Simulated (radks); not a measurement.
Task: These are the eigenvalues of the occupied orbitals of an atom or ion with whole-number occupations (Ry). All-electron calculation, Dirac Kohn-Sham, SOGGA, spin-unpolarised, spherical densities, finite nucleus; Fermi nuclear charge, rms radius of each element as measured or else 0.836 A^(1/3) + 0.57 fm. Program: a radial shooting solver on a logarithmic mesh with Libxc functionals.

1s1/2: -518.0409
2s1/2: -64.27287
2p1/2: -56.02656
2p3/2: -55.10875
3s1/2: -10.71567
3p1/2: -8.27010
3p3/2: -8.14920
3d3/2: -4.18642
3d5/2: -4.17169
4f5/2: -0.85444

Which element is it, and in what charge state? The configuration may be excited. Open shells, if any, fill j = l - 1/2 first.

Result: Z = 26, iron, charge +3: Fe3+ in [Ne] 3s2 3p5 3d5 4f1. The list shows which subshells hold electrons but not how many an open one holds; the 1s level, -259.02 hartree, gives Z - s = 22.8 by -(Z - s)^2/2, which with screening and relativity narrows Z to a few neighbours, and the depths of the outer levels then fix element, charge and occupations together.
